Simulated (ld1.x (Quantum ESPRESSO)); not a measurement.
Transferability test, PAW potential for oxygen (O)

oxygen (O), PAW, made with ld1.x (Quantum ESPRESSO) 7.5 (PBE, scalar-relativistic). Core [He], reference 2s2 2p4. Waves: 2s (bound): rcut 0.80, rcutus 0.90 bohr; 2s channel at -1.45 Ry: rcut 0.80, rcutus 0.90 bohr; 2p (bound): rcut 1.70, rcutus 2.30 bohr; 2p channel at 1.95 Ry: rcut 1.70, rcutus 2.30 bohr. Local part: all-electron potential smoothed inside 0.70 bohr (lloc = -1). Core correction: Bessel-smoothed model core inside 0.70 bohr. Augmentation charge: PSQ, inside the norm-conserving radii.

Energies are relative to the spin-unpolarised reference configuration 2s2 2p4; without spin polarisation the order of configurations can differ from experiment.

```tsv
valence configuration	charge	ΔE all-electron (eV)	error AE − PS (meV)
2s2 2p2	+2	50.017	-34
2s2 2p1	+3	103.886	-97
2s2 2p3.5	+0.5	6.286	-0.3
2s2 2p0	+4	180.791	-41
2s0 2p6	0	29.937	-2.1
2s2 2p4.3	-0.3	-2.123	+0.4
```

Problem. What are ΔE and the potential's error for 2s2 2p3?

Solution. ΔE = 16.431 eV all-electron; the error (AE − PS) is -3.3 meV.
